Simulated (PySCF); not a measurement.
Relaxation of quartet [PtS2]-

Computed with PySCF, UB3LYP, basis Pt def2-SVPD with ECP60, S def2-SVPD (scalar-relativistic core potentials, no spin–orbit coupling, density fitting). A (50,194) grid was used.

A start displaced from a saddle point along its imaginary mode, of C2v symmetry, held to at least that symmetry:

Coordinates in bohr (charge -1 multiplicity 4):
```
Pt    0.0690    0.0278    0.0000
S    -0.2103   -0.0848    4.2604
S    -0.2103   -0.0848   -4.2604
```

Optimiser trace:
```tsv
step	E − E(last) (kJ/mol)	largest gradient (Eh/bohr)
0	14.48	0.00930
1	6.92	0.00648
2	0.97	0.00744
3	0.05	0.00111
4	0.00	0.00007
```

It ends at C2v with Pt–S 2.222 Å (×2); S–Pt–S 150.3° (after a last refinement on a finer grid). The frequency run here used a shortcut that can spoil soft modes, so no verdict on minimum or saddle point is given. Other isomers or separated fragments may lie lower.

Final geometry:
Z-matrix (Å, degrees; charge -1 multiplicity 4):
```
Pt
S  1 2.2219
S  1 2.2219 2 150.32
```

Open d and f shells are described by one determinant, and the ground state may have another occupation or spin. At this level a doublet minimum of C2v symmetry lies 49 kJ/mol below this structure. No spin–orbit coupling is included, which matters more the heavier the element.

The relaxation took of the order of 27 core-seconds on a shared host.
